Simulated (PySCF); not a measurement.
**From orbital energies to excitation energies**

C7H8N2.
Structure used (GFN2-xTB), in Å, numbered top down from 1:
```
atom  x, y, z in Å
C1     2.253   -0.962   -0.156
C2     1.144   -0.093    0.420
C3    -0.043   -0.002   -0.551
C4    -1.126    0.856    0.028
C5    -0.929    2.253   -0.060
N6    -0.755    3.383   -0.150
C7    -2.223    0.379    0.644
C8    -2.472   -0.998    0.773
N9    -2.676   -2.121    0.884
H10    3.081   -1.029    0.544
H11    1.887   -1.967   -0.352
H12    2.625   -0.542   -1.088
H13    1.526    0.910    0.623
H14    0.799   -0.519    1.365
H15   -0.432   -1.004   -0.742
H16    0.302    0.431   -1.493
H17   -2.968    1.039    1.072
```

The calculation used TDDFT wB97X-D/def2-SVPD, vertical, gas phase, core orbitals frozen in the response in PySCF.

Orbital energies (eV): HOMO-3 -12.25, HOMO-2 -12.02, HOMO-1 -11.93, HOMO -10.23, LUMO -1.12, LUMO+1 1.73, LUMO+2 2.12.

Computed singlets:

| state | E (eV) | f |
| --- | --- | --- |
| S1 | 5.46 | 0.476 |
| S2 | 5.90 | 0.0011 |
| S3 | 6.32 | 0.0027 |
| S4 | 6.87 | 0.0080 |
| S5 | 7.05 | 0.0014 |
| S6 | 7.13 | 0.051 |
| S7 | 7.20 | 0.0036 |
| S8 | 7.39 | 0.0001 |

Q: Which orbital pair leads each of S1, S2, S4, S5 and S8, and how does its energy difference Δε compare with the excitation energy?

A: 

```json
{"state": "S1", "leading configuration": "HOMO→LUMO", "weight": "0.95", "Δε (eV)": "9.10", "E (eV)": "5.46", "E − Δε (eV)": "-3.64", "f": "0.476", "other configurations": "–"}
{"state": "S2", "leading configuration": "HOMO-1→LUMO", "weight": "0.69", "Δε (eV)": "10.81", "E (eV)": "5.90", "E − Δε (eV)": "-4.91", "f": "0.0011", "other configurations": "H-2→L (20%)"}
{"state": "S4", "leading configuration": "HOMO-2→LUMO", "weight": "0.61", "Δε (eV)": "10.90", "E (eV)": "6.87", "E − Δε (eV)": "-4.02", "f": "0.0080", "other configurations": "H-1→L (21%)"}
{"state": "S5", "leading configuration": "HOMO→LUMO+1", "weight": "0.60", "Δε (eV)": "11.96", "E (eV)": "7.05", "E − Δε (eV)": "-4.90", "f": "0.0014", "other configurations": "H→L+3 (23%)"}
{"state": "S8", "leading configuration": "HOMO→LUMO+2", "weight": "0.68", "Δε (eV)": "12.34", "E (eV)": "7.39", "E − Δε (eV)": "-4.95", "f": "0.0001", "other configurations": "H→L+4 (8%)"}
```

E − Δε runs from -4.95 to -3.64 eV. Among themselves, these states come in the order of their orbital differences.

H and L stand for HOMO and LUMO. The other states: S3 6.32 eV, f 0.0027, H-4→L (61%), H-3→L (23%); S6 7.13 eV, f 0.051, H-5→L (37%), H-3→L (37%); S7 7.20 eV, f 0.0036, H-6→L (39%), H-5→L (22%), H-3→L (12%).

Q: Which computed triplets share their leading configuration (75% or more) with a singlet, and how far apart are the partners?

A: 

| configuration | triplet | E(T) (eV) | singlet | E(S) (eV) | E(S) − E(T) (eV) |
| --- | --- | --- | --- | --- | --- |
| HOMO→LUMO | T1 | 3.18 | S1 | 5.46 | +2.28 |

The 3 triplets are Tamm–Dancoff values, the singlets full response.

Summed over the main configurations (up to three a state, each over 8%) of all 8 singlets, the electron leaves HOMO with weight 2.55, HOMO-1 with weight 0.90, HOMO-2 with weight 0.81 and HOMO-3 with weight 0.72.

One conformer stands for the species.
